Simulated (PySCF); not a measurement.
A calculated (HSE06, PySCF 2.14, def2-QZVPPD, the non-relativistic Hamiltonian (point nucleus)) atom or ion has these occupied shells.

| shell | electrons | orbital energy (eV) | rms radius, mean of both spins (bohr) |
| --- | --- | --- | --- |
| 1s β | 1 | -5389.5 | 0.0776 |
| 1s α | 1 | -5389.4 | 0.0776 |
| 2s α | 1 | -633.72 | 0.337 |
| 2s β | 1 | -632.93 | 0.337 |
| 2p α | 3 | -537.46 | 0.305 |
| 2p β | 3 | -536.75 | 0.305 |
| 3s α | 1 | -97.564 | 1.01 |
| 3s β | 1 | -95.279 | 1.01 |
| 3p α | 3 | -70.478 | 1.08 |
| 3p β | 3 | -67.949 | 1.08 |
| 3d α | 2 | -30.134 | 1.32 |
| 4s β | 1 | -20.403 | 2.91 |

Task: Name the element and its charge.

Result: V²⁺ (vanadium, charge +2), in [Ar] 3d2 4s1, 4s spin antiparallel (an excited configuration).
